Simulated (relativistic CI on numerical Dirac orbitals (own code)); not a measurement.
## Ag4+: L2,3 absorption edge

Computed with this model: Dirac-Coulomb-Breit CI, orbitals from a KLI potential per configuration, model QED (radiative potential, 1s self-energy scaled to tabulated hydrogen-like ionisation energies), valence Slater integrals scaled by 0.8, multiplet model of core-to-valence dipole absorption; configurations [Kr] 4d7 → [He] 2s2 2p5 3s2 3p6 3d10 4s2 4p6 4d8; 10 K; Lorentzian 1.6 eV and Gaussian 0.5 eV FWHM. Energies are those of the free ion, without screening or charge transfer. The branching ratio is the share of the lower-energy edge in the whole absorption, uncertain by about 0.02 where the edges overlap. S is read from ⟨S²⟩ = S(S + 1).

Field parameters in Wybourne normalisation: Oh B⁴₀ = 21Dq, B⁴₄ = √(5/14) B⁴₀. The field is a parameter set, without covalency.

Peaks in eV (height, largest 100): 3354.5 (100), 3528.0 (18).

(1) Which surroundings give this spectrum?
A. Oh, 10Dq = 43700 cm⁻¹
B. Oh, 10Dq = 16350 cm⁻¹
C. Oh, 10Dq = 7250 cm⁻¹
D. Oh, 10Dq = 25500 cm⁻¹

Answers

(1) C. Oh, 10Dq = 7250 cm⁻¹, where the ground state has S = 1.48.
